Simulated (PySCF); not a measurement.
Cu²⁺ (copper, charge +2) across methods

[Ar] 3d8 4p1, one real determinant (an excited configuration). All numbers are calculated (PySCF 2.14, scalar relativity by spin-free X2C-1e, in ANO-RCC-VQZP (7s6p4d3f2g1h, 95 functions)).

```csv
method,E (hartree),mean ε 3d α (eV),mean ε 3d β (eV),mean ε 4p α (eV),Σ⟨r²⟩ (bohr²),⟨S²⟩
BLYP,-1653.296,-38.867,-37.007,-18.629,20.78,3.750
PBE0,-1652.960,-42.249,-40.050,-19.462,20.77,3.751
PBE,-1652.937,-38.994,-36.994,-18.731,20.78,3.750
UHF,-1651.79985,-51.113,-48.216,-21.128,21.07,3.752
wB97X,-1653.237,-44.446,-42.407,-21.274,20.77,3.751
r2SCAN,-1653.178,-39.509,-37.574,-18.896,20.68,3.751
CAM-B3LYP,-1653.300,-43.659,-41.597,-20.673,20.76,3.751
LDA,-1650.254,-39.340,-37.136,-18.804,20.71,3.750
```

⟨L²⟩ = 14.01 against 20 for a pure G term, so this real determinant mixes terms.
